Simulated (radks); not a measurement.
Valence configurations of Hg3+ (all share [Xe]). Calculated with a radial shooting solver on a logarithmic mesh with Libxc functionals: Dirac Kohn-Sham, PBE, spin-unpolarised, spherical densities, point nucleus; open shells fill j = l - 1/2 first. Order these by energy: 4f13 5d10; 4f14 5d9; 4f14 5d6 6p3; 4f14 5d7 6s2; 4f14 5d5.5 6s0.5 6p3; 4f14 5d8 6s1; 4f14 5d8 6p1; 4f13.5 5d9 6s0.5; 4f13 5d8 6s2; 4f14 5d8.5 6p0.5.

Answer. From the lowest, in eV above it: 4f14 5d9 0.000; 4f14 5d8 6s1 8.159; 4f14 5d8.5 6p0.5 8.171; 4f14 5d8 6p1 16.887; 4f14 5d7 6s2 17.758; 4f13.5 5d9 6s0.5 48.793; 4f14 5d6 6p3 60.214; 4f14 5d5.5 6s0.5 6p3 66.917; 4f13 5d10 91.813; 4f13 5d8 6s2 112.35. NIST lists [Xe] 4f14 5d9 as the ground configuration; this level of theory agrees among the configurations tried. The energies are those of spherical spin-averaged densities, not of single terms.
